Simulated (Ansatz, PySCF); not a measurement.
C₃H₃F₃, SMILES F[C@H]1CC1(F)F. Atoms are numbered in the order given.

```xyz
9

F      1.7009    -0.0817    -0.8778
C      0.9574     0.2129     0.2058
C     -0.0864     1.3089     0.0770
C     -0.4858    -0.1158     0.1823
F     -0.9929    -0.7266    -0.8867
F     -1.0681    -0.5558     1.3018
H      1.5005     0.1133     1.1522
H     -0.2494     1.9750     0.9277
H     -0.1831     1.7533    -0.9175
```

Geometry optimised at PBE0-D3(BJ)/def2-SVP. The structure was generated by enumeration; whether it is a known compound was not checked.

Two levels are set side by side: PBE-D3(BJ)/def2-SVP (Ansatz, a first-principles code) and PBE0-D3(BJ)/def2-SVP (Ansatz). Each level has its own optimised geometry; the coordinates shown are those of the second. Frequencies come from the Hessian of PySCF at each geometry. Differences are taken from unrounded values.

```
quantity                            PBE0-D3(BJ)
----------------------------------  -----------
mean bond length (Å)                      1.309
bond F1–C2 (Å)                            1.347
bond C2–C3 (Å)                            1.519
bond C2–C4 (Å)                            1.480
bond C3–C4 (Å)                            1.483
bond C4–F5 (Å)                            1.332
bond C4–F6 (Å)                            1.336
bond C2–H7 (Å)                            1.096
bond C3–H8 (Å)                            1.093
bond C3–H9 (Å)                            1.094
highest harmonic wavenumber (cm⁻¹)         3274
mean harmonic wavenumber (cm⁻¹)            1222
zero-point energy (kcal/mol)              36.68
```

What does PBE-D3(BJ) give, and how far is it from PBE0-D3(BJ)? (An estimate is asked for; the answer gives what the named calculation found.)


```tsv
quantity	PBE-D3(BJ)	PBE-D3(BJ) minus PBE0-D3(BJ)
mean bond length (Å)	1.321	0.013
bond F1–C2 (Å)	1.361	0.015
bond C2–C3 (Å)	1.533	0.014
bond C2–C4 (Å)	1.494	0.014
bond C3–C4 (Å)	1.496	0.013
bond C4–F5 (Å)	1.348	0.016
bond C4–F6 (Å)	1.353	0.017
bond C2–H7 (Å)	1.105	0.009
bond C3–H8 (Å)	1.101	0.008
bond C3–H9 (Å)	1.102	0.008
highest harmonic wavenumber (cm⁻¹)	3179	-95
mean harmonic wavenumber (cm⁻¹)	1170	-52
zero-point energy (kcal/mol)	35.12	-1.56
```

GGA bonds tend to be longer and softer than those of functionals with exact exchange. Differences between two approximate levels are no errors against the true value.
